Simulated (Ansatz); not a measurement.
`[Cl][Ge]([Cl])([Cl])[SeH]` + H–F → `[F][Ge]([Cl])([Cl])[Cl]` + H₂Se at 400 K and 1 bar (ligand exchange at a Ge–Se bond).

Gas-phase electronic energies from Ansatz, PBE0-D4/def2-TZVP geometries. CCSD(T)/CBS adds triple-zeta CCSD(T) − MP2 to the extrapolated MP2 energy (def2 sets, frozen cores). This one scheme is used for every species. For Ge, Se outer-core shells are correlated without core-valence functions, which leaves a few kJ/mol of doubt a bond. Scalar relativity is left out up to krypton. One conformer a species, not always the lowest.

```
                    species  CCSD(T)/CBS energy (Eh)  H − E (kJ/mol)  S (J/(mol·K))
`[Cl][Ge]([Cl])([Cl])[SeH]`              -5856.90733            68.6          431.9
                        H–F               -100.39570            36.5          182.2
  `[F][Ge]([Cl])([Cl])[Cl]`              -3555.40119            47.7          377.2
                       H₂Se              -2401.89790            49.4          229.5
```

H − E and S are ideal-gas, rigid-rotor, harmonic terms from PBE0-D4/def2-TZVP, for one conformer and one mirror image of each species. 1 Eh = 2625.50 kJ/mol, R = 8.31446 J/(mol·K).

Task: By hand: ΔE, ΔH, ΔS and ΔG.

Result: ΔE = (-3555.40119) + (-2401.89790) − (-5856.90733) − (-100.39570) = 0.00394 Eh = 10.3 kJ/mol. Δ(H − E) = 47.7 + 49.4 − 68.6 − 36.5 = -8.0, so ΔH = 2.3 kJ/mol. ΔS = 377.2 + 229.5 − 431.9 − 182.2 = -7.4 J/(mol·K). ΔG = 2.3 − 400 × (-7.4)/1000 = 5.3 kJ/mol.

Task: By hand: the equilibrium constant, and the temperature at which ΔG would vanish if ΔH and ΔS stayed fixed.

Result: log₁₀ K = −ΔG/(RT ln 10) = -0.7. ΔH and −TΔS have one sign here, so there is no such temperature. One of them is within its doubt of zero, so this could turn.

TΔS isn't small against ΔH here. The sign of ΔG lies within the doubt. A doubt of 5 kJ/mol in ΔE shifts log₁₀ K by 0.7 here. Other conformers and mirror images would add mixing entropy, several J/(mol·K) or more a flexible species. These are equilibria of isolated gas molecules and say nothing of rates. Largest T1 diagnostic: 0.010 (customary marks: 0.02 for closed shells, 0.045 for open ones).
